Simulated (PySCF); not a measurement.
**How methods differ on the excitation energy of B**

B [He] 2s2 2p1 (2P) → B [He] 2s2 3d1 (2D), as a difference of total energies. All numbers are calculated (PySCF 2.14, the spin-free X2C one-electron Hamiltonian (Gaussian nucleus), in x2c-TZVPPall with one added diffuse shell each of s, p, d type (6s4p3d1f, 40 functions)). Correlated levels: valence: 1s2 frozen. The calculations carry no spin-orbit coupling.

```
           method  excitation energy (cm⁻¹)
              UHF                     63781
    MP2 (valence)                     64564
SCS-MP2 (valence)                     64393
   CCSD (valence)                     66261
CCSD(T) (valence)                     65784
```

Errors of the correlated levels include the incompleteness of this basis and the frozen core.

Every method misses the reference by a wide margin, which points to the basis or the choice of state and not to the methods.

The promoted electron is Rydberg-like, and one or two diffuse shells describe it only roughly, which tends to raise the upper state.

The coupled-cluster amplitudes are large for the upper state (T1 above 0.03 or a double amplitude above 0.15), so a single reference is strained.

Problem. Which method comes closest to the reference value, and which is furthest?

Solution. The reference is 54758 cm⁻¹ (measured; NIST levels, between the centres of gravity of the two terms). Closest: UHF (error 9023.5 cm⁻¹); furthest: CCSD (valence) (error 11503 cm⁻¹).
